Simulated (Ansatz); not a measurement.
Frontier orbitals of H$_{4}$MgO$_{2}$Si (`[OH][Mg][O][SiH3]`).

Cartesian coordinates in Å:
```
O 2.6402 1.7880 0.9585
Mg 1.2535 0.8309 0.4671
O -0.1745 -0.1000 -0.0756
Si -1.4597 -0.9409 -0.5620
H 3.4231 2.0991 1.3907
H -1.0679 -2.2879 -1.0730
H -2.4281 -1.1507 0.5547
H -2.1867 -0.2385 -1.6604
```

Charge 0, multiplicity 1. Correlated methods include outer-core shells of Mg, which these sets cover unevenly. All single points use the PBE0-D4/def2-TZVP geometry. It is one conformer, not always the lowest. Basis def2-TZVPP, Ansatz 0.2.0.

Wavefunction ionisation energies are left out: the UHF cation lies over 0.3 eV above the hybrids' and is likely on a second state.

| functional | HOMO (eV) | LUMO (eV) | gap (eV) |
| --- | --- | --- | --- |
| LDA (SPW92) | -6.73 | -2.30 | 4.43 |
| PBE | -6.58 | -2.11 | 4.47 |
| PBE0 | -8.04 | -1.34 | 6.70 |
| r2SCAN0 | -8.27 | -1.02 | 7.25 |
| BHLYP | -9.42 | -0.80 | 8.62 |
| CAM-B3LYP | -9.49 | -0.65 | 8.84 |
| LC-ωPBE | -10.83 | 0.53 | 11.36 |
| ωB97M-V | -10.37 | -0.09 | 10.28 |

Against PBE, PBE0 changes HOMO and LUMO by −1.46 and +0.77 eV, ωB97M-V by −3.79 and +2.02 eV. A gap of 4.47 eV thus becomes 10.28 eV for the same molecule, so an orbital gap means little without its functional.

LC-ωPBE has ω = 0.4 bohr⁻¹.
